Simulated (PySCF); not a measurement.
C₅H₁₂. Atoms are numbered in the order given.

```xyz
17

C      2.3725     0.5260     0.3226
C      0.9885    -0.0992     0.4918
C      0.0904     0.0899    -0.7338
C     -1.2863    -0.5773    -0.6320
C     -2.1886    -0.0048     0.4624
H      2.9066     0.0879    -0.5372
H      2.9992     0.3767     1.2161
H      2.2995     1.6120     0.1442
H      1.0920    -1.1802     0.6990
H      0.5010     0.3326     1.3827
H     -0.0420     1.1721    -0.9220
H      0.6156    -0.3068    -1.6213
H     -1.7976    -0.4829    -1.6057
H     -1.1507    -1.6619    -0.4672
H     -3.1825    -0.4798     0.4505
H     -1.7646    -0.1575     1.4675
H     -2.3362     1.0802     0.3277
```

Coordinates come from a B3LYP-D3(BJ)/def2-SVP optimisation. Other conformers were not sampled.

The numbers are results of KT2/pcSseg-1 (PySCF), not measurements.

GIAO shieldings, no solvent; atoms listed in one row are averaged. δ = σ(ref) − σ: ¹³C against TMS (σ = 185.1 ppm); ¹H against TMS (σ = 31.47 ppm), references at their B3LYP-D3(BJ)/def2-TZVP geometries, non-relativistic.

Task: Estimate the chemical shifts. (An estimate is asked for; the answer gives what the named calculation found.)

Result: 
```json
[
 {"nucleus": "¹³C", "atoms": "C3", "count": "1", "δ (ppm)": "39.9"},
 {"nucleus": "¹³C", "atoms": "C4", "count": "1", "δ (ppm)": "29.6"},
 {"nucleus": "¹³C", "atoms": "C2", "count": "1", "δ (ppm)": "27.9"},
 {"nucleus": "¹³C", "atoms": "C1", "count": "1", "δ (ppm)": "19.3"},
 {"nucleus": "¹³C", "atoms": "C5", "count": "1", "δ (ppm)": "17.1"},
 {"nucleus": "¹H", "atoms": "H13", "count": "1", "δ (ppm)": "1.94"},
 {"nucleus": "¹H", "atoms": "H10", "count": "1", "δ (ppm)": "1.88"},
 {"nucleus": "¹H", "atoms": "H12", "count": "1", "δ (ppm)": "1.74"},
 {"nucleus": "¹H", "atoms": "H14", "count": "1", "δ (ppm)": "1.60"},
 {"nucleus": "¹H", "atoms": "H11", "count": "1", "δ (ppm)": "1.38"},
 {"nucleus": "¹H", "atoms": "H6, H7, H8, H15, H16, H17", "count": "6", "δ (ppm)": "1.29"},
 {"nucleus": "¹H", "atoms": "H9", "count": "1", "δ (ppm)": "1.22"}
]
```
